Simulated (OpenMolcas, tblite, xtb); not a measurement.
C2HBF2 (SMILES C#CB(F)F): the vertical energy of the triplet above the singlet, rung by rung

C2HBF2: 6 atoms, total charge 0, spin state singlet. SMILES: `C#CB(F)F`. Geometry: relaxed at PBE0-D4/def2-TZVP.

Each level gives the vertical energy of the triplet above the singlet (eV). The values are calculated.

```json
{"level": "GFN0-xTB", "kind": "semi-empirical", "program": "xtb", "value (eV)": "4.59"}
{"level": "IPEA1-xTB", "kind": "semi-empirical", "program": "tblite", "value (eV)": "6.09"}
{"level": "HF/def2-SVPD", "kind": "Hartree–Fock", "program": "OpenMolcas", "value (eV)": "4.50"}
{"level": "SVWN5/def2-SVPD", "kind": "LDA", "program": "OpenMolcas", "value (eV)": "5.04"}
{"level": "BLYP/def2-SVPD", "kind": "GGA", "program": "OpenMolcas", "value (eV)": "4.86"}
{"level": "TPSS/def2-SVPD", "kind": "meta-GGA", "program": "OpenMolcas", "value (eV)": "4.69"}
{"level": "M06-2X/def2-SVPD", "kind": "hybrid meta-GGA", "program": "OpenMolcas", "value (eV)": "4.99"}
```

The values span 4.50 to 6.09 eV. GFN0-xTB: no spin polarisation, so open shells miss the exchange term that lowers them.
